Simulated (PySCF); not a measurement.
Calculation: TPSSh-D3(BJ)/def2-TZVP // r2SCAN-D4/def2-SVP run with PySCF. All species are isolated molecules in the gas phase. One relaxed conformer stands for a flexible species; it need not be the lowest. 

Reference species: [Ti(F)4] (neutral, multiplicity 1).

- HOMO = -11.39 eV
- charge on the central atom (Mulliken) = 1.65 e

Changed species: [Ti(F)3(NH2)] (1 of 4 F replaced by NH2; the reference has 0 of 4 F replaced by NH2).

Q: Predict the effect on the HOMO and charge on the central atom (Mulliken).

A: the HOMO rises by 3.69 eV, to -7.70 eV; the charge on the central atom (Mulliken) drops by 0.05 e, to 1.60 e.
